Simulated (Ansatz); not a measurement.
A run for Ansatz (an electronic-structure program): R-CCSD(T)/def2-TZVPP on H4OSeSi (SMILES [SiH3]O[SeH]), a point of a torsion scan. The run froze 20 orbitals, filled d shells among them.

Ansatz 0.2 input:
```yaml
crystal:
  periodic: [false, false, false]
  atoms:
    - {symbol: Si, position_ang: [0.79553821, -0.21067375, 0.07122469]}
    - {symbol: O, position_ang: [-0.32602095, 0.94946254, -0.18980563]}
    - {symbol: Se, position_ang: [-2.14226586, 0.95990185, 0.00692068]}
    - {symbol: H, position_ang: [0.58041283, -1.34579807, -0.82819042]}
    - {symbol: H, position_ang: [1.96094585, 0.60080232, -0.25264539]}
    - {symbol: H, position_ang: [0.74998578, -0.67457996, 1.45903513]}
    - {symbol: H, position_ang: [-2.14141736, 2.38589414, 0.30468411]}
basis:
  gaussian:
    orbitals: def2-TZVPP
magnetization: {spin_polarized: false}
correlation: {method: ccsd_t, electrons: outside_noble_gas}
scf: {lower_state_search: off}
```

The log:

```
WARN ansatz: RAYON_NUM_THREADS=2 ignored (pool sized by the plan → 2); use --threads N
Functional definition: HF
these checks for a lower state are left out or cut short: stability, starts, cluster_reference, orbital_swaps, neighbouring_geometries, increment
integrals: 0.56 GiB planned
1070 factors; integrals over basis functions are off by at most 1.2e-3 eV
mean field: 0.66 GiB planned
mean field evaluation 1: about -75264.3606 eV, gradient 3.3e1 eV
mean field evaluation 2: about -75264.6147 eV, gradient 3.4e1 eV
mean field evaluation 4: about -75267.0398 eV, gradient 3.6e0 eV
mean field evaluation 8: about -75267.0883 eV, gradient 1.6e-1 eV
mean field -75267.08848746 eV, -2766.0144840494 hartree, gradient 3.4e-6 eV, S^2 0.000000; 0 other end points of the search recorded, 0 dependent functions left out
20 core orbitals not correlated
reference -75267.08848746 eV, -2766.0144840494 hartree; 10, 10 occupied and 147, 147 virtual orbitals, 1070 factors
second order -14.20516244 eV of doubles, -0.00000000 eV of singles
coupled cluster: 1.38 GiB planned
cycle   1  -14.66744006 eV  change   -4.6e-1 eV  update   9.6e-2
cycle   2  -15.10771292 eV  change   -4.4e-1 eV  update   3.1e-2
cycle   3  -15.21661189 eV  change   -1.1e-1 eV  update   1.6e-2
cycle   4  -15.20652716 eV  change    1.0e-2 eV  update   3.5e-3
cycle   5  -15.20658399 eV  change   -5.7e-5 eV  update   1.7e-3
cycle   6  -15.20692694 eV  change   -3.4e-4 eV  update   5.5e-4
cycle   7  -15.20670694 eV  change    2.2e-4 eV  update   2.9e-4
cycle   8  -15.20677393 eV  change   -6.7e-5 eV  update   1.2e-4
cycle   9  -15.20680439 eV  change   -3.0e-5 eV  update   5.4e-5
cycle  10  -15.20676727 eV  change    3.7e-5 eV  update   2.6e-5
cycle  11  -15.20678608 eV  change   -1.9e-5 eV  update   1.4e-5
perturbative correction -0.56586548 eV, -0.0207951729 hartree
Total energy: -75282.86113902 eV, -2766.5941183030 hartree
Checks for a lower state left out: stability, starts, cluster_reference, orbital_swaps, neighbouring_geometries, increment
```

The calculation finished and met its thresholds.

Cost: roughly 29 core-seconds.
